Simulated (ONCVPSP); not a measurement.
u(r) = r·R(r): atom against pseudo-atom (nitrogen)

Columns: radius, all-electron u(r) and pseudo u(r) of the 2p shell (level -7.24 eV) of nitrogen in the configuration [He] 2s2 2p3; LDA (Perdew-Zunger), scalar-relativistic, ONCV scheme, ONCVPSP 4.0.1.

```tsv
r (bohr)	all-electron	pseudo
0.072	0.0416	0.0195
0.145	0.1335	0.0765
0.217	0.2408	0.1623
0.290	0.3491	0.2688
0.362	0.4470	0.3814
0.435	0.5331	0.4919
0.507	0.6041	0.5885
0.580	0.6619	0.6680
0.652	0.7058	0.7260
0.725	0.7384	0.7650
0.798	0.7605	0.7870
0.870	0.7733	0.7955
0.942	0.7786	0.7949
1.015	0.7776	0.7880
1.088	0.7713	0.7770
1.160	0.7609	0.7636
1.232	0.7473	0.7483
1.305	0.7308	0.7311
1.378	0.7124	0.7124
1.450	0.6926	0.6926
1.522	0.6719	0.6718
1.595	0.6501	0.6500
1.668	0.6278	0.6278
1.740	0.6057	0.6056
1.812	0.5835	0.5835
1.885	0.5611	0.5611
```

(1) How many radial nodes do the two functions have?

(2) At about which radius was the pseudo-wave matched?

(3) Where does each function peak?

(4) Is the pseudo-wave norm-conserving?

Results:

(1) The all-electron 2p function has n − l − 1 = 0; the pseudo-wave has 0.

(2) 1.45 bohr. The columns agree to 0.0005 from 1.30 bohr on; several derivatives are matched, so the curves merge somewhat inside the radius.

(3) Outermost all-electron maximum near 0.94 bohr, pseudo maximum near 0.87 bohr (to the table’s step).

(4) Yes: the ONCV scheme keeps the norm inside the radius equal to the all-electron one, which fixes the energy derivative of the logarithmic derivative at the level.
